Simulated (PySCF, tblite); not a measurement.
C7H7N3.
SMILES: `Cc1nncc(C#N)c1C`

The calculation used PBE0/pcSseg-1 in PySCF (dipole) on a GFN2-xTB geometry, gas phase.

Take the most abundant isotopes and a rigid rotor. 

**Question.** Give the principal moments of inertia and the rotational constants in GHz.

**Answer.** Ia = 217.47, Ib = 423.04, Ic = 634.26 u·Å²; 505379 MHz·u·Å²/I gives 2324, 1195 and 796.8 MHz, that is A = 2.3239, B = 1.1946, C = 0.7968 GHz.

**Question.** Classify the top.

**Answer.** An asymmetric top. Ray's parameter κ = (2B − A − C)/(A − C) = -0.479; −1 is the prolate and +1 the oblate limit.

**Question.** What does the inertial defect say?

**Answer.** Not planar: Δ = Ic − Ia − Ib = -6.25 u·Å². For a rigid frame Δ = −2 Σ m c², so Σ m c² = 3.12 u·Å² lies off the ab plane, practically all of it from hydrogen. The atom farthest from that plane is 0.90 Å away.

**Question.** List the rotational levels J(Ka,Kc) to J = 4 (cm⁻¹).

**Answer.** Above 0(0,0):
J = 1: 1(0,1) 0.0664, 1(1,1) 0.1041, 1(1,0) 0.1174
J = 2: 2(0,2) 0.1963, 2(1,2) 0.2237, 2(1,1) 0.2635, 2(2,1) 0.3765, 2(2,0) 0.3794
J = 3: 3(0,3) 0.3847, 3(1,3) 0.4014, 3(1,2) 0.4806, 3(2,2) 0.5758, 3(2,1) 0.5896, 3(3,1) 0.7989, 3(3,0) 0.7994
J = 4: 4(0,4) 0.6270, 4(1,4) 0.6357, 4(1,3) 0.7656, 4(2,3) 0.8392, 4(2,2) 0.8764, 4(3,2) 1.0695, 4(3,1) 1.0723, 4(4,1) 1.3754, 4(4,0) 1.3755
Those of J = 1 are B + C, A + C and A + B.

**Question.** Which lines would a microwave search look for?

**Answer.** The dipole components are |μa| = 1.63 D, |μb| = 3.31 D, |μc| = 0.00 D; the mirror of this Cs structure is the ab plane, so μc vanishes by symmetry (the 0.01 D computed is a residue) and there are no c-type lines. Intensities carry the squares of the components, which stand as 0.24 : 1.00 (a : b). Some lines, for components of 0.1 D or more:

```csv
type,branch,"J(Ka,Kc)",MHz,lower level (cm⁻¹)
a,Q,"4(2,2) ← 4(2,3)",1115,0.839
a,Q,"2(1,1) ← 2(1,2)",1194,0.224
b,Q,"1(1,0) ← 1(0,1)",1527,0.066
a,Q,"3(1,2) ← 3(1,3)",2375,0.401
b,R,"2(0,2) ← 1(1,1)",2766,0.104
b,Q,"3(1,2) ← 3(0,3)",2874,0.385
a,R,"2(1,2) ← 1(1,1)",3585,0.104
b,Q,"4(1,3) ← 4(0,4)",4154,0.627
b,Q,"2(2,1) ← 2(1,2)",4581,0.224
a,R,"3(1,3) ← 2(1,2)",5328,0.224
b,Q,"4(3,1) ← 4(2,2)",5874,0.876
a,R,"3(2,2) ← 2(2,1)",5974,0.376
b,R,"3(1,3) ← 2(0,2)",6147,0.196
b,Q,"3(3,0) ← 3(2,1)",6289,0.590
a,R,"3(1,2) ← 2(1,1)",6509,0.263
b,R,"4(0,4) ← 3(1,3)",6765,0.401
a,R,"4(1,4) ← 3(1,3)",7025,0.401
b,R,"4(1,4) ← 3(0,3)",7525,0.385
b,R,"3(2,2) ← 2(1,1)",9362,0.263
b,R,"3(3,0) ← 2(2,1)",12678,0.376
b,R,"4(2,2) ← 3(1,3)",14240,0.401
```

Its GFN2-xTB frequencies are all real (lowest 84 cm⁻¹). Constants of a rigid frame at the computed geometry: no zero-point averaging, no centrifugal distortion. A rigid rotor knows nothing of internal rotation, which can split or shift real lines. Quadrupole hyperfine structure (14N) is left out.

On one thread, Arm Neoverse V1, no GPU (shared host), this took 41 s. This is the PBE0/pcSseg-1 job that gave the dipole, with the shieldings it also computed.
